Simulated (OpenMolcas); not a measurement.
How basis sets differ on SiCNClF2 (SMILES N#C[Si](F)(F)Cl)

SiCNClF2 has 6 atoms, charge 0, and is taken as a singlet. SMILES: `N#C[Si](F)(F)Cl`. The shape is that of a PBE0-D4/def2-TZVP optimisation.

Quantity: the dipole moment, in D. The values are calculated.

```csv
level,kind,program,value (D),CPU time
HF/ANO-R0 (sfX2C),Hartree–Fock,OpenMolcas,1.31,3.9 s
HF/STO-3G,Hartree–Fock,OpenMolcas,1.90,3.4 s
HF/3-21G,Hartree–Fock,OpenMolcas,0.76,5.7 s
"HF/ANO-R1 (sfX2C, RICD fitting)",Hartree–Fock,OpenMolcas,2.00,11 s
HF/cc-pVDZ,Hartree–Fock,OpenMolcas,1.86,15 s
```

The values span 0.76 to 2.00 D. Magnitudes only. Sets without polarisation functions give poor dipoles. Times are those of the runs behind each value, whatever else they computed, on shared processors of several kinds: orders of magnitude only.
